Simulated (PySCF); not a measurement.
F₅OSi₂, SMILES F[Si](F)O[Si](F)(F)F, multiplicity 2. Geometry optimised at PBE0-D3(BJ)/def2-SVP. The isomer is the one that the SMILES or the coordinates give; other isomers of the formula were not compared. Other conformers were not sampled.

Computed equilibrium geometry at PBE0-D3(BJ)/def2-SVP (PySCF confirms it by a frequency run) as a Z-matrix (one conformer of several):
```
O
Si 1 1.6162
F 2 1.5896 1 110.48
F 2 1.5902 3 108.63 1 -120.87
F 2 1.5926 3 108.69 4 -117.77
Si 1 1.6458 2 155.35 3 116.37
F 6 1.6086 1 107.25 2 176.86
F 6 1.6106 7 107.49 1 -116.13
```
Charge 0, spin multiplicity 2.
